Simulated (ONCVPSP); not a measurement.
Before and after: ONCV potential for rhenium

ONCVPSP 4.0.1 input, shortened (lines: element, Z, core and valence counts, functional; n l f; lmax; l rc ep ncon nbas qcut; lloc lpopt rc5 dvloc0; l nproj debl; icmod fcfact rcfact), PBE, scalar-relativistic:

```
  Re 75.00    9    5        4      upf
    1    0    2.00
    2    0    2.00
    2    1    6.00
    3    0    2.00
    3    1    6.00
    3    2   10.00
    4    0    2.00
    4    1    6.00
    4    2   10.00
    4    3   13.00
    5    0    2.00
    5    1    6.00
    5    2    6.00
    6    0    2.00
    3
    0    1.95    0.00    4    9    7.20
    1    1.60    0.00    4    9    8.20
    2    2.25    0.00    3    7    8.50
    3    0.75    0.00    4    8   18.80
    3    5    0.75    0.00
    0    2    0.90
    1    2    3.40
    2    2    2.70
    3    0    3.20
    3    2.75    1.05
```

Change: reference 4f13.5 5s2 5p6 5d5.5 6s2.

Cutoffs: the cutoffs (Ha) at which the residual kinetic energy of the hardest occupied pseudo-wave falls to 1 and 0.1 mHa per electron; they do not see the model core or the augmentation charge, which bear on the density cutoff. Errors are all-electron minus pseudo energies relative to the spin-unpolarised reference configuration.

Question: What does the change do?

Answer: The potential gets neither clearly harder nor softer (385 Ha and 503 Ha → 354 Ha and 502 Ha); both files keep a bound ghost (p, s).

| quantity | base | changed |
| --- | --- | --- |
| cutoff, loose | 385 Ha | 354 Ha |
| cutoff, tight | 503 Ha | 502 Ha |
| loose cutoff by channel | s 15 Ha, p 23 Ha, d 16 Ha, f 385 Ha | s 15 Ha, p 23 Ha, d 16 Ha, f 354 Ha |
| bound ghosts | s, p | s, p |
| GHOST(+) flags under 300 eV | d at 14.0 eV, s at 109.9 eV | d at 9.0 eV, s at 110.6 eV |
| largest error over its own tests, meV | -376 | -100 |
| s: phases at 1.97 bohr within 0.05 rad from the reference energy up to (Ha; the scan ends near 5) | 3.4 | 3.5 |
| p: phases at 1.62 bohr within 0.05 rad from the reference energy up to (Ha; the scan ends near 5) | to the end of the scan | to the end of the scan |
| d: phases at 2.28 bohr within 0.05 rad from the reference energy up to (Ha; the scan ends near 5) | to the end of the scan | to the end of the scan |
| f: phases at 0.76 bohr within 0.05 rad from the reference energy up to (Ha; the scan ends near 5) | 2.6 | 2.8 |
| rms error of d²Exc/dni dnj with the model core, mHa | 4.77 | 4.54 |

 A true bound ghost makes a file unfit for plane-wave use even where its test errors are small: the radial tests pick states by their node count and pass the ghost by.
